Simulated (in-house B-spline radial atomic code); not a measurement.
Radial electron density of Sc⁴⁺, [Ne] 3s2 3p5. Computed with an all-electron radial atomic-structure program (B-spline basis): non-relativistic B97-1, spin-polarised, spherical fractional occupations, point nucleus.

Caution: exact exchange at fractional occupations of open shells leaves self-interaction of up to several eV.

Columns: r (bohr), 4πr²n(r) (electrons per bohr), bar.

```
 0.00275   0.5241 #
 0.00328   0.7291 #
 0.00391    1.009 ##
 0.00467    1.394 ##
 0.00557     1.91 ###
 0.00665    2.601 ####
 0.00793    3.506 ######
 0.00947    4.687 ########
  0.0113    6.181 ##########
  0.0135    8.045 ##############
  0.0161    10.26 #################
  0.0192    12.83 ######################
  0.0229    15.64 ##########################
  0.0273    18.52 ###############################
  0.0326    21.22 ####################################
  0.0389    23.36 #######################################
  0.0464    24.57 #########################################
  0.0554    24.59 #########################################
  0.0661    23.42 #######################################
  0.0789    21.41 ####################################
  0.0941    19.37 #################################
   0.112    18.25 ###############################
   0.134    18.81 ################################
    0.16     21.1 ####################################
   0.191     24.1 #########################################
   0.228     26.1 ############################################
   0.272    25.46 ###########################################
   0.324    21.71 #####################################
   0.387    15.86 ###########################
   0.461    10.35 #################
   0.551    7.084 ############
   0.657    6.625 ###########
   0.784    7.568 #############
   0.935    8.005 #############
    1.12    6.878 ############
    1.33    4.706 ########
    1.59    2.444 ####
     1.9   0.9543 ##
    2.26   0.2807 
     2.7  0.05539 
    3.22 0.007173 
    3.84 0.0005616
```

On this grid the curve has 3 maxima, near 0.0554, 0.228, 0.935 bohr.

The 3p up radial function P(r) = rR(r), positive near the nucleus:

| r (bohr) | P |
| --- | --- |
| 0.00328 | 0.001112 |
| 0.00467 | 0.002221 |
| 0.00665 | 0.004412 |
| 0.00947 | 0.008686 |
| 0.0135 | 0.01692 |
| 0.0192 | 0.03226 |
| 0.0273 | 0.05997 |
| 0.0389 | 0.108 |
| 0.0554 | 0.185 |
| 0.0789 | 0.2953 |
| 0.112 | 0.4245 |
| 0.16 | 0.5264 |
| 0.228 | 0.5007 |
| 0.324 | 0.2446 |
| 0.461 | -0.2526 |
| 0.657 | -0.7982 |
| 0.935 | -1.044 |
| 1.33 | -0.8258 |
| 1.9 | -0.3837 |
| 2.7 | -0.09541 |
| 3.84 | -0.009787 |
